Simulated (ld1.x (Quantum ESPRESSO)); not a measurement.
An all-electron radial function and its pseudo partner (boron (B))

Columns: radius, all-electron u(r) and pseudo u(r) of the 2p shell (level -3.56 eV) of boron in the configuration [He] 2s2 2p1; PBEsol, scalar-relativistic, RRKJ scheme, ld1.x (Quantum ESPRESSO) 7.5.

```
r (bohr)  all-electron  pseudo
   0.135        0.0454  0.0158
   0.270        0.1360  0.0615
   0.405        0.2351  0.1320
   0.540        0.3273  0.2197
   0.675        0.4071  0.3155
   0.810        0.4734  0.4102
   0.945        0.5270  0.4957
   1.080        0.5678  0.5661
   1.215        0.5965  0.6178
   1.350        0.6148  0.6501
   1.485        0.6241  0.6644
   1.620        0.6258  0.6639
   1.755        0.6214  0.6526
   1.890        0.6120  0.6343
   2.025        0.5986  0.6126
   2.160        0.5823  0.5896
   2.295        0.5637  0.5667
   2.430        0.5434  0.5442
   2.565        0.5219  0.5220
   2.700        0.4998  0.4998
   2.835        0.4773  0.4773
   2.970        0.4547  0.4547
   3.105        0.4323  0.4323
   3.240        0.4103  0.4103
   3.375        0.3887  0.3887
   3.510        0.3678  0.3678
```

Task: How many radial nodes do the two functions have?

Result: The all-electron 2p function has n − l − 1 = 0; the pseudo-wave has 0.

Task: At about which radius was the pseudo-wave matched?

Result: 2.70 bohr. The columns agree to 0.0005 from 2.56 bohr on; several derivatives are matched, so the curves merge somewhat inside the radius.

Task: Is the pseudo-wave norm-conserving?

Result: Yes: the RRKJ scheme keeps the norm inside the radius equal to the all-electron one, which fixes the energy derivative of the logarithmic derivative at the level.
